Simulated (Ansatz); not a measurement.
`F[C@H]1CC(F)(F)[C@H](F)C1(F)F`. Total charge 0; spin multiplicity 1.

```
atom   x (Å)   y (Å)   z (Å)
  F1  -2.085  -0.503   0.156
  C2  -0.819  -1.013  -0.029
  C3  -0.164  -0.368  -1.238
  C4   0.512   0.908  -0.729
  F5   1.820   0.929  -1.055
  F6  -0.044   2.020  -1.268
  C7   0.343   0.914   0.804
  F8   1.417   1.410   1.461
  C9   0.055  -0.545   1.134
 F10   1.203  -1.264   1.116
 F11  -0.519  -0.712   2.334
 H12  -0.883  -2.102  -0.073
 H13  -0.895  -0.151  -2.016
 H14   0.605  -1.023  -1.647
 H15  -0.546   1.502   1.049
```

Question: List the harmonic frequencies (cm⁻¹, unscaled) at PBE0-D4/def2-TZVP in Ansatz. (Best estimate.)

Answer: The calculation gave: 36, 102, 198, 218, 255, 275, 305, 349, 372, 411, 464, 516, 604, 632, 666, 720, 824, 876, 885, 997, 1046, 1127, 1136, 1159, 1190, 1220, 1233, 1264, 1281, 1327, 1349, 1364, 1398, 1422, 1446, 3099, 3109, 3125, 3171.

Question: Is this a minimum?

Answer: Yes, all 39 modes are real.

Question: Give the ideal-gas thermochemistry at 298.15 K and 1 bar (rigid rotor, harmonic oscillator; point group C1, symmetry number 1).

Answer: Zero-point energy 246.3 kJ/mol; H(298) − E = 273.2 kJ/mol; entropy 402.1 J/(mol·K), of which translation 173.5, rotation 124.9, vibration 103.7; G(298) − E = 153.3 kJ/mol. Modes under 100 cm⁻¹ are hindered rotations or soft bends, so the harmonic entropy is rough.

Question: And at 400, 500, 600, 800 and 1000 K?

Answer: 
```csv
T (K),H − E (kJ/mol),S (J/mol/K),G − E (kJ/mol)
400,290.5,451.8,109.8
500,310.8,497.0,62.3
600,333.8,538.8,10.5
800,385.4,612.8,-104.9
1000,442.3,676.2,-233.9
```

Question: Rotational constants (cm⁻¹)?

Answer: 0.04909, 0.03596, 0.02827.
